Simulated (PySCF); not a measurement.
W(O)(Cl)4, SMILES [Cl][W](=[O])([Cl])([Cl])[Cl] (PBE0/def2-SVP optimised geometry):

```
6

W     -0.131    -0.125     0.000
O     -0.530    -0.503     1.575
Cl    -2.168     0.124    -1.038
Cl     2.168    -0.125     0.000
Cl     0.002    -2.171    -1.043
Cl     0.000     2.171     0.000
```

Method: PBE0/def2-TZVP, def2 effective core potentials past Kr in PySCF 2.14.0.

Question: What are the frontier orbital energies and the dipole moment?

Answer: HOMO-2 -9.70 eV, HOMO-1 -9.69 eV, HOMO -8.99 eV, LUMO -5.04 eV, LUMO+1 -3.12 eV; dipole moment 0.57 D.
